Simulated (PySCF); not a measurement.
## Yb(SH)2 at several levels of theory

Computed with PySCF 2.14.0 (density fitting, no spin-orbit coupling) at the geometry relaxed with PBE0:

```xyz
5
Yb(SH)2 (singlet)
Yb    0.0000    0.0000   -0.0979
S     2.4175    0.0007    0.8959
H     2.9209   -0.2860   -0.3306
S    -2.4175   -0.0007    0.8959
H    -2.9209    0.2860   -0.3306
```

```tsv
level	basis	state	HOMO (eV)	gap (eV)	charge on Yb1 (e)	population of f-type functions on Yb1 (core shells left out)	dipole about the centre of mass (D)	largest force component (eV/Å)
PBE0	Yb def2-SVP with ECP28, S def2-SVP, H def2-SVP	singlet	-6.05	3.80	0.75	14.00	6.56	0.01
CAM-B3LYP	the same	singlet	-7.38	5.73	0.73	13.99	6.51	0.04
PBE0	Yb def2-TZVP with ECP28, S def2-TZVP, H def2-TZVP	singlet	-6.20	3.89	0.97	14.00	6.38	0.21
```

Charges are Mulliken's, which hang on the basis. The relaxation used the grid (50, 194), these runs (75, 302) or, all-electron (x2c bases, spin-free X2C Hamiltonian), (99, 590).

Question: What does B3LYP with Yb def2-SVP with ECP28, S def2-SVP, H def2-SVP give here?

Answer: state singlet, HOMO (eV) -5.58, gap (eV) 3.03, charge on Yb1 (e) 0.70, population of f-type functions on Yb1 (core shells left out) 13.99, dipole about the centre of mass (D) 6.24, largest force component (eV/Å) 0.15. Time: 7.4 s on 2 threads of Arm Neoverse V1 (shared host), from an already converged density.

In the first row's basis the gap widens with exact exchange: 3.0 to 3.8 eV for B3LYP, PBE0 (a fixed share); 5.7 eV for CAM-B3LYP (rising or full at long range).
